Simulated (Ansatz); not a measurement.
Reaction (isomerisation): `O=C[N]([AlH2])[SiH3]` → `C=[N][Al]([OH])[SiH3]`

Computed with Ansatz on PBE0-D4/def2-TZVP structures; ΔE is electronic, products minus reactants. CCSD(T)/CBS adds triple-zeta CCSD(T) − MP2 to the extrapolated MP2 energy (def2 sets, frozen cores). One conformer a species, not always the lowest.

`O=C[N]([AlH2])[SiH3]`:

```xyz
11

O     2.004   -0.899    0.786
C     0.917   -1.179    0.333
N    -0.018   -0.237   -0.015
Al   -1.635   -0.693   -0.694
Si    0.579    1.405    0.288
H     0.611   -2.229    0.171
H    -1.900   -2.241   -0.855
H    -2.634    0.465   -1.065
H     1.771    1.705   -0.538
H     0.850    1.622    1.727
H    -0.544    2.282   -0.137
```

`C=[N][Al]([OH])[SiH3]`:

Cartesian coordinates in Å:
```
C 1.497 -1.049 -1.841
N 0.969 -0.699 -0.772
Al 0.169 -0.160 0.689
O 0.728 -0.654 2.212
Si -1.763 1.310 0.542
H 2.310 -0.477 -2.317
H 1.191 -1.957 -2.386
H 1.480 -1.229 2.347
H -1.516 2.606 1.235
H -2.098 1.614 -0.877
H -2.967 0.695 1.168
```

```json
{"level": "MP2/def2-TZVPP", "ΔE (kJ/mol)": "-27.5"}
{"level": "CCSD/CBS(def2)", "ΔE (kJ/mol)": "-41.7"}
```

Task: What does CCSD(T)/CBS give? (Estimate.)

Result: Computed: -38.9 kJ/mol. The listed levels differ from it by 11.4, -2.8 kJ/mol.

Largest T1 diagnostic among the species: 0.015.

The D4 term adds +8.5 kJ/mol with B3LYP and +4.0 kJ/mol with PBE0; it sums over pairs of atoms, weighted by their polarisabilities, and B3LYP, whose exchange is more repulsive, gets the larger term.

B3LYP here is the variant with VWN-RPA as its local correlation; programs differ in this.
